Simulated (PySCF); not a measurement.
# Cl²⁺ (chlorine, charge +2) across methods

[Ne] 3s1 3p3 4s1, high-spin 6S determinant (an excited configuration). Computed with PySCF 2.14 in aug-cc-pV(Q+d)Z with one added diffuse shell each of s, p, d, f, g type (8s7p6d4f3g, 114 functions), with the non-relativistic Hamiltonian (point nucleus).

```
 method  E (hartree)  mean ε 3s α (eV)  mean ε 3p α (eV)  mean ε 4s α (eV)  Σ⟨r²⟩ (bohr²)   ⟨S²⟩
   PBE0    -457.5575           -56.335           -41.416           -16.168          25.77  8.750
  B3LYP    -457.6980           -55.414           -40.795           -16.012          25.74  8.750
r2SCANh    -457.6910           -55.702           -40.904           -15.805          25.97  8.750
 r2SCAN    -457.6908           -54.596           -40.216           -15.554          25.98  8.750
    LDA    -456.1910           -52.777           -39.340           -15.754          25.53  8.750
    UHF   -457.19847           -65.485           -46.736           -17.697          26.39  8.750
```

Question: Estimate the same row for PBE.

Answer: E (hartree) = -457.5154; mean ε 3s α (eV) = -53.057; mean ε 3p α (eV) = -39.435; mean ε 4s α (eV) = -15.552; Σ⟨r²⟩ (bohr²) = 25.65; ⟨S²⟩ = 8.750.

The outer electron is Rydberg-like, and this basis confines it to a smaller radius and binds it less than a complete one would.
